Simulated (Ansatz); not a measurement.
Stepwise reaction of `N[Si](N)(O)O` with water, as a gas-phase model of exchange steps in deposition or etching. ΔE in kJ/mol; ΔG adds harmonic PBE0-D4 terms to CCSD(T)/CBS, at 1 bar.

Computed with Ansatz on PBE0-D4/def2-TZVP structures; ΔE is electronic, products minus reactants. CCSD(T)/CBS adds triple-zeta CCSD(T) − MP2 to the extrapolated MP2 energy (def2 sets, frozen cores). This one scheme is used for every species. Functionals use def2-TZVPP. B3LYP here is the variant with VWN-RPA as its local correlation; programs differ in this. One conformer a species, not always the lowest.

| step | reaction | PBE-D4 | B3LYP-D4 | ωB97M-V | CCSD(T)/CBS | ΔG(400 K) |
| --- | --- | --- | --- | --- | --- | --- |
| 1 | `N[Si](N)(O)O` + H₂O → `N[Si](O)(O)O` + NH₃ | -45.9 | -48.7 | -48.8 | -46.9 | -39.9 |
| 2 | `N[Si](O)(O)O` + H₂O → `O[Si](O)(O)O` + NH₃ | -45.3 | -48.9 | -48.6 | -46.8 | -41.3 |

(1) By hand: ΔE of the 2 steps together at CCSD(T)/CBS.

Results:

(1) (-46.9) + (-46.8) = -93.7 kJ/mol, or -46.8 kJ/mol a step.

In ΔE the steps differ by no more than 0.1 kJ/mol. All are downhill at CCSD(T)/CBS. ΔG lies between -41.3 and -39.9 kJ/mol a step. PBE-D4 differs from CCSD(T)/CBS by 1.0 to 1.5 kJ/mol a step. Isolated molecules leave out the surface, adducts and barriers. Largest T1 diagnostic: 0.011.
